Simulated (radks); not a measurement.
Values are calculated unless marked as measured or tabulated.
Valence configurations of I II (all share [Kr]). Code: a radial shooting solver on a logarithmic mesh with Libxc functionals. Model: scalar-relativistic Kohn-Sham, LDA (Slater exchange, Perdew-Wang correlation), spin-polarised, spherical densities, finite nucleus; open shells are filled with parallel spins first (spin-orbit coupling, left out, can overturn this in heavy ions); Fermi nuclear charge, rms radius 4.75 fm. Energies are relative to 4d10 5s2 5p4; eigenvalues in eV for spin up.

\begin{tabular}{lrrrrr}
valence & E (eV) & moment (Bohr magnetons) & e(4d) & e(5p) & e(5s) \\ \hline
4d10 5s2 5p4 & 0.000 & 2 & -59.948 & -16.053 & -27.034 \\
4d9.5 5s2 5p4.5 & 22.996 & 2 & -63.565 & -16.674 & -28.049 \\
4d10 5s1 5p5 & 11.031 & 2 & -61.339 & -16.661 & -27.874 \\
4d10 5s1.5 5p4.5 & 5.503 & 2 & -60.647 & -16.359 & -27.456 \\
4d10 5p6 & 22.910 & 0 & -62.479 & -16.676 & - \\
4d9 5s2 5p5 & 47.167 & 2 & -67.176 & -17.281 & -29.039 \\
4d10 5s0.5 5p5.5 & 17.108 & 1 & -61.929 & -16.688 & -27.961 \\
4d9 5s1.5 5p5.5 & 53.004 & 2 & -67.837 & -17.568 & -29.433 \\
4d8 5s2 5p6 & 99.052 & 2 & -74.395 & -18.465 & -30.959 \\
\end{tabular}

NIST lists [Kr] 4d10 5s2 5p4 as the ground configuration; this level of theory agrees among the configurations tried. The energies are those of spherical high-spin densities, not of single terms.
